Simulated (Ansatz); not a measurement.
Spin states of Mg3Te3, each relaxed with PBE0-D4/def2-SVP in Ansatz. Electronic energies in the gas phase.

In the def2 sets Te takes a core potential; there is no spin–orbit coupling. LC-ωPBE has ω = 0.4 bohr⁻¹. Correlated methods freeze 15 core orbitals; core or outer-core shells of Mg, Te are correlated, in sets that lack core-valence functions. The rows differ in basis, and correlated rows in double-zeta sets carry the largest basis error. In CCSD on the charge 0 quintet the largest single amplitude is 0.18, so its Hartree–Fock determinant may place the open shell otherwise than the density functionals do. HOMO above LUMO, or a gap near zero within one spin, warns that the state may not be the lowest or that an electron is smeared out. The structure comes from a short search, and lower isomers may exist.

Singlet geometry (D3h within 0.1 Å):

```xyz
6

Mg   -1.048   -1.579   -0.511
Mg    0.919    1.060   -1.373
Mg    0.130    0.517    1.878
Te   -0.211   -0.779   -2.866
Te   -1.389   -1.613    2.091
Te    1.599    2.395    0.782
```

Triplet geometry (C2v within 0.1 Å):

```xyz
6

Mg    0.100    1.554   -2.282
Mg    0.410   -2.660    0.625
Mg   -0.209    0.446    0.669
Te    0.484   -1.120   -1.675
Te   -0.549    3.014   -0.134
Te   -0.236   -1.234    2.797
```

Quintet geometry (Cs within 0.1 Å):

```xyz
6

Mg   -2.042    1.265   -0.226
Mg   -0.516   -0.892    2.182
Mg    1.324    0.305   -0.568
Te   -0.937   -1.434   -0.689
Te   -0.037    1.968   -2.116
Te    2.208   -1.211    1.417
```

⟨S²⟩: triplet 2.02 at PBE0-D4/def2-TZVP (pure 2.00), quintet 6.02 at PBE0-D4/def2-TZVP (pure 6.00).

Only these spin states were relaxed. The triplet has other bonds than the singlet, so the gap mixes isomer and spin. The quintet has other bonds than the singlet, so the gap mixes isomer and spin.

```
               level  triplet − singlet (kJ/mol)  quintet − singlet (kJ/mol)  lowest of these                                  remarks
         HF/def2-SVP                       203.5                       317.6          singlet                                        –
        HF/def2-TZVP                       193.2                       315.2          singlet                                        –
 r2SCAN-D4/def2-TZVP                       193.3                       343.6          singlet  gap within one spin near zero (triplet)
r2SCANh-D4/def2-TZVP                       207.1                       348.3          singlet                                        –
   PBE0-D4/def2-TZVP                       218.7                       351.3          singlet                                        –
   LC-ωPBE/def2-TZVP                       238.7                       384.4          singlet                                        –
        MP2/def2-SVP                       258.5                       407.4          singlet                                        –
       CCSD/def2-SVP                       244.6                       380.6          singlet                                        –
```

Change of the quintet − singlet gap on mixing in exact exchange, in kJ/mol: r2SCAN to r2SCANh (10 % exact exchange) 4.7.
